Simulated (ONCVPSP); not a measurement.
# Zr: one change to an ONCV potential, before and after

zirconium, optimised norm-conserving Vanderbilt (ONCV), made with ONCVPSP 4.0.1 (PBE, scalar-relativistic). Core [Kr], reference 4d2 5s2. Waves: 5s: rc 3.50 bohr, ncon 4, nbas 7, qcut 2.3 1/bohr, 2 projectors, debl 1.1 Ha; p scattering state at 0.14 Ha: rc 3.75 bohr, ncon 3, nbas 6, qcut 2.7 1/bohr, 2 projectors, debl 0.8 Ha; 4d: rc 1.90 bohr, ncon 5, nbas 10, qcut 4.8 1/bohr, local. Local part: the d channel. Core correction: none.

In the p channel the program set the typed energies aside and used 0.050, 0.850 Ha.

Change: all radii scaled by about 0.89 (s 3.12, p 3.34, d 1.70 bohr).

Cutoffs: the cutoffs (Ha) at which the residual kinetic energy of the hardest occupied pseudo-wave falls to 1 and 0.1 mHa per electron; they do not see the model core or the augmentation charge, which bear on the density cutoff. Errors are all-electron minus pseudo energies relative to the spin-unpolarised reference configuration.

**Question.** What does the change do?

**Answer.** The potential gets harder (20 Ha and 90 Ha → 24 Ha and 113 Ha); both files keep a bound ghost (s); of the 4 tests that both files solve, the error grows in 1 and shrinks in 0 by more than 15 % and 0.3 meV (median size 77.8 → 81.2 meV). A smaller radius makes the pseudo-wave follow the all-electron one further in, where it bends more sharply, so more plane waves are needed.

```csv
quantity,base,changed
"cutoff, loose",20 Ha,24 Ha
"cutoff, tight",90 Ha,113 Ha
loose cutoff by channel,"s 2.1 Ha, d 20 Ha","s 2.3 Ha, d 24 Ha"
bound ghosts,s,s
GHOST(+) flags under 300 eV,p at 21.4 eV,"p at 19.1 eV, s at 58.3 eV"
"error for 4d2 5s1, meV [ΔE 7.14 eV]",+5.1,+5.6
"error for 4d2 5s0, meV [ΔE 20.08 eV]",+150,+157
"error for 4d1 5s0, meV [ΔE 42.70 eV]",+384,+405
"error for 4d2.5 5s1.5, meV [ΔE 0.51 eV]",-0.9,-2.0
```

 A true bound ghost makes a file unfit for plane-wave use even where its test errors are small: the radial tests pick states by their node count and pass the ghost by.
